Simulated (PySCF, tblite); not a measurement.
Isomers of C4H9F3Si. Method: GFN2-xTB as coded in tblite; computed harmonic values from a numerical Hessian at the method's own geometry, unscaled. This tight-binding method is rough: wavenumbers can miss measured ones by several per cent, in bad cases by 10 to 20. Modes of hydrogen on silicon can be 10 to 20 % off. One conformer each.

Electronic energies: PBE0/pcSseg-1 single points on the GFN2-xTB geometries (PySCF, gas phase).

```csv
SMILES,"electronic energy, lowest = 0 (kcal/mol)"
CCC[SiH2]C(F)(F)F,38.6
CCC(F)(F)[Si@H](C)F,0.0
CC[SiH2]CC(F)(F)F,27.9
```

Problem. How do GFN2-xTB zero-point energies change the relative energies?

Solution. 
```csv
SMILES,ZPE (kcal/mol),of it from modes above 1550 cm⁻¹,electronic (kcal/mol),"with ZPE, lowest = 0 (kcal/mol)",lowest mode (cm⁻¹),rings
CCC(F)(F)[Si@H](C)F,77.9,38.0,0.0,0.0,43,0
CC[SiH2]CC(F)(F)F,76.6,36.6,27.9,26.6,19,0
CCC[SiH2]C(F)(F)F,76.7,36.6,38.6,37.4,18,0
```

The zero-point energies span 1.3 kcal/mol, from `CC[SiH2]CC(F)(F)F` to `CCC(F)(F)[Si@H](C)F`. The order is unchanged.

Problem. And how do the electronic energies of GFN2-xTB itself compare?

Solution. `CCC(F)(F)[Si@H](C)F` 0.0; `CC[SiH2]CC(F)(F)F` 32.3; `CCC[SiH2]C(F)(F)F` 38.9 kcal/mol, lowest = 0. Against the energies above, taken from the same isomer `CCC(F)(F)[Si@H](C)F`, the largest difference is 4.4 kcal/mol.
